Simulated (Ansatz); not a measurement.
Two isomers of C2H7BGeO: A = `BC(=C)[O][GeH3]`, B = `C[B]1O[CH2][GeH2]1`.

Calculated with Ansatz (gas phase, PBE0-D4/def2-TZVP geometries, no zero-point term in ΔE). CCSD(T)/CBS adds triple-zeta CCSD(T) − MP2 to the extrapolated MP2 energy (def2 sets, frozen cores). DFT in def2-TZVPP. B3LYP here is the variant with VWN-RPA as its local correlation; programs differ in this. For Ge outer-core shells are correlated without core-valence functions, which leaves a few kJ/mol of doubt a bond. Scalar relativity is left out up to krypton. Each species was taken in one conformer, which may not be the lowest.

Which is lower in electronic energy at CCSD(T)/CBS, and by how much? (Estimate.)

The calculation gave: B, by 35.0 kcal/mol.

Give E(B) − E(A) in kcal/mol with B2PLYP, CCSD/def2-TZVPP, PBE0-D4, MP2/def2-TZVPP, B3LYP-D4, B3LYP, PBE-D4. (Best estimate.)

Ansatz gave: B2PLYP -32.2, CCSD/def2-TZVPP -33.7, PBE0-D4 -37.6, MP2/def2-TZVPP -35.2, B3LYP-D4 -30.9, B3LYP -31.4, PBE-D4 -36.9. None reverses the order clearly.

Largest T1 diagnostic: 0.014.

In def2-TZVPP, CCSD(T) changes the Hartree–Fock value by −9.8 kcal/mol (the triples alone add −0.2 kcal/mol) and MP2 by −11.1 kcal/mol.
